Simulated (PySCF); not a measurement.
Bonding in `C#C/C=C\[Si@@H](N)F`

Species: C4H6FNSi.
SMILES with atom numbers: `[CH:1]#[C:2]/[CH:3]=[CH:4]\[Si@@H:5]([NH2:6])[F:7]` (hydrogens: H8 on C1; H9 on C3; H10 on C4; H11 on Si5; H12, H13 on N6)

Cartesian coordinates in Å at the GFN2-xTB level; atoms count from 1:
```
atom  x, y, z in Å
C1     2.1304   -1.3807    0.4513
C2     1.7131   -0.2536    0.4379
C3     1.2464    1.0758    0.4388
C4     0.0563    1.4407   -0.0468
Si5   -1.1965    0.2608   -0.8117
N6    -1.5779   -1.1605    0.0719
F7    -2.5860    1.0842   -0.8348
H8     2.4981   -2.3635    0.4596
H9     1.9334    1.7962    0.8715
H10   -0.1992    2.4919    0.0026
H11   -0.8965   -0.0938   -2.1898
H12   -2.2902   -1.1172    0.7830
H13   -0.8358   -1.7797    0.3487
```

Bond orders from the PBE0/pcSseg-1 density (PySCF). Geometry: GFN2-xTB, one conformer, isolated molecule.

(1) How far do the computed orders between heavy atoms stray from the drawn ones?

(2) Give the Mayer order of every bond, beside its length.

## Answers

(1) The largest departure is 0.590, at C1–C2 (drawn triple, 2.410). Drawn single, order below 0.88: C4–Si5 (0.830). Drawn double or triple, more than 0.30 short of the drawn order: C1–C2 (2.410).

(2) 
| bond | drawn as | length (Å) | Mayer order |
| --- | --- | --- | --- |
| C1–C2 | triple | 1.202 | 2.410 |
| C2–C3 | single | 1.409 | 1.108 |
| C3–C4 | double | 1.336 | 1.852 |
| C4–Si5 | single | 1.883 | 0.830 |
| Si5–N6 | single | 1.717 | 1.083 |
| Si5–F7 | single | 1.615 | 0.905 |
| C1–H8 | single | 1.049 | 1.142 |
| C3–H9 | single | 1.085 | 0.934 |
| C4–H10 | single | 1.083 | 0.935 |
| Si5–H11 | single | 1.454 | 0.919 |
| N6–H12 | single | 1.007 | 0.943 |
| N6–H13 | single | 1.005 | 0.941 |

By pair of heavy elements: C–C: lowest C2–C3 (1.108, 1.409 Å), highest C1–C2 (2.410, 1.202 Å).

**Question.** Sum the orders of all bonds at each heavy atom with more than one neighbour and set the sums beside the valence in the SMILES.

**Answer.** C1 3.552 (drawn 4), C2 3.518 (drawn 4), C3 3.894 (drawn 4), C4 3.617 (drawn 4), Si5 3.737 (drawn 4), N6 2.967 (drawn 3). Orders between atoms that aren't bonded are not in these sums.

For a closed shell the Mayer order of atoms A and B is Σ (PS)μν (PS)νμ over the basis functions μ on A and ν on B, with P the density and S the overlap matrix.
